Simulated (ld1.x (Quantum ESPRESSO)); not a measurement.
# iodine (I), TM: configuration errors across variants

ld1.x (Quantum ESPRESSO) 7.5 input, shortened:

```
&input
   title='I', zed=53., rel=1, dft='PZ', iswitch=3,
   config='[Kr] 4d10 5s2 5p5 5d-2'
 /
 &inputp
   pseudotype=2, tm=.true., lloc=1,
   nlcc=.true., new_core_ps=.true.
 /
3
5S  1  0   2.00   0.00  1.30  1.30  0.0
5D  3  2  -2.00   0.40  1.85  1.85  0.0
5P  2  1   5.00   0.00  2.00  2.00  0.0
 &test
   configts(1)='5s2 5p5'
 /
```

All-electron excitation energies from the reference (eV): (1) 5s2 5p4 11.305; (2) 5s2 5p3 31.369; (3) 5s2 5p2 60.983; (4) 5s2 5p1 100.785; (5) 5s2 5p4.5 4.615; (6) 5s1 5p6 10.512; (7) 5s1 5p5 22.374; (8) 5s2 5p5 spin -0.121; (9) 5s2 5p4 spin 10.743.

Spin tests fill each open shell by Hund’s rule, majority spin first.

A true bound ghost makes a file unfit for plane-wave use even where its test errors are small: the radial tests pick states by their node count and pass the ghost by.

Errors AE − PS in meV (a dash: test not solved or not reliable):

| change | (1) | (2) | (3) | (4) | (5) | (6) | (7) | (8) | (9) | bound ghosts |
| --- | --- | --- | --- | --- | --- | --- | --- | --- | --- | --- |
| base | -3.0 | -11 | -34 | -92 | -1.3 | -30 | -33 | +0.9 | +0.6 | d |
| wave 5p (bound): rc 2.00 bohr becomes 5p (bound): rc 1.30 bohr | +18 | +103 | +283 | +516 | +3.3 | -1.3 | +38 | +1.5 | +21 | d |
| wave 5p (bound): rc 2.00 bohr becomes 5p (bound): rc 1.46 bohr | +2.2 | +11 | +5.9 | -83 | 0.0 | -3.8 | +8.6 | -0.5 | -3.5 | d |
| wave 5p (bound): rc 2.00 bohr becomes 5p (bound): rc 1.66 bohr | -3.2 | -16 | -61 | -187 | -1.2 | -22 | -24 | -0.1 | -5.5 | d, s |
| wave 5p (bound): rc 2.00 bohr becomes 5p (bound): rc 1.92 bohr | -2.8 | -10.0 | -32 | -88 | -1.3 | -29 | -32 | +0.8 | +0.4 | d |
| wave 5p (bound): rc 2.00 bohr becomes 5p (bound): rc 2.14 bohr | -2.9 | -10 | -32 | -90 | -1.3 | -29 | -32 | +0.8 | +0.3 | d |
| wave 5p (bound): rc 2.00 bohr becomes 5p (bound): rc 2.38 bohr | -1.7 | -5.0 | -20 | -70 | -1.0 | -25 | -25 | +0.2 | -1.8 | d |
| wave 5p (bound): rc 2.00 bohr becomes 5p (bound): rc 2.78 bohr | -19 | -104 | -318 | -759 | -4.5 | -18 | -26 | -3.2 | -37 | d, s |
| wave 5p (bound): rc 2.00 bohr becomes 5p (bound): rc 3.04 bohr | -3.6 | -36 | -172 | -541 | -1.0 | -7.7 | +4.1 | -3.5 | -24 | d, s |

**Question.** Give the same row for: wave 5p (bound): rc 2.00 bohr becomes 5p (bound): rc 2.62 bohr.

**Answer.** +2.3, +18, +52, +115, -0.2, -17, -7.2, -0.8, -2.4; bound ghosts: d.
